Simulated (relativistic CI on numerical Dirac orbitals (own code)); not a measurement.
## Sensitivity of the levels of Sn17+ to α and to the nuclear radius

Method of calculation: Dirac-Coulomb-Breit CI, separate exchange-only KLI orbitals for each configuration, derivatives by finite differences, unscaled Slater integrals, QED left out (own radial code, finite nucleus).

Configurations in the expansion (outside the closed core [Ar] 3d10): 4s2.4p3, 4s.4p4, 4p5, 4s2.4p2.4d, 4s.4p3.4d, 4s2.4p2.4f, 4s2.4p.4d2, 4s2.4d3, 4s.4p.4d3, 4s2.4d2.4f. Double excitations out of closed p, d and f shells are left out; levels of such configurations are missing from the list, as are those of other unlisted configurations, and high levels can miss mixing partners.

With x = (α/α₀)² − 1 an excitation energy changes as ω = ω₀ + qx; K = 2q/ω₀ is the relative enhancement. Terms are leading LS components, so labels can repeat. The field-shift factor is F = δν/δ⟨r²⟩ for the transition from the lowest level.

Lowest level 4s2.4p3 4S°_3/2.

```
            Level  ω₀ (cm⁻¹)  q (cm⁻¹)      K  F (GHz/fm²)
  4s2.4p3 2D°_3/2      65187     70330   2.16        -1.76
  4s2.4p3 2D°_5/2      86170     77740    1.8        -1.89
  4s2.4p3 2P°_1/2     116362     78660   1.35        -2.69
  4s2.4p3 2P°_3/2     179033    163500   1.83        -5.13
    4s.4p4 4P_5/2     411420    103900  0.505         -106
    4s.4p4 4P_3/2     457187    141100  0.617         -104
    4s.4p4 4P_1/2     463411    136900  0.591         -106
    4s.4p4 2D_3/2     515217    145400  0.565        -94.8
    4s.4p4 2D_5/2     536397    174200   0.65        -98.6
    4s.4p4 2S_1/2     580931    161200  0.555        -93.8
    4s.4p4 2P_3/2     588791    113300  0.385        -55.7
4s2.4p2.4d 4F_3/2     606177     55830  0.184        -19.6
4s2.4p2.4d 4F_5/2     624450     38240  0.122         1.87
4s2.4p2.4d 4D_1/2     654376    158500  0.485        -41.7
4s2.4p2.4d 2F_5/2     657518     81830  0.249         1.14
4s2.4p2.4d 4F_7/2     665276     98490  0.296         1.22
4s2.4p2.4d 4D_3/2     674449    101100    0.3         -8.8
4s2.4p2.4d 2F_7/2     674715     92940  0.275         1.31
4s2.4p2.4d 4D_1/2     679140    168300  0.496        -44.2
4s2.4p2.4d 4F_9/2     688536    110300   0.32         1.12
4s2.4p2.4d 4D_5/2     699437    117300  0.335        -1.13
4s2.4p2.4d 2P_3/2     726478    108500  0.299        -27.2
4s2.4p2.4d 2G_7/2     732704    125400  0.342        0.489
```

At this charge energies of transitions that change n are usually good to better than 1 %, and those within a shell (Δn = 0) to a few per cent.
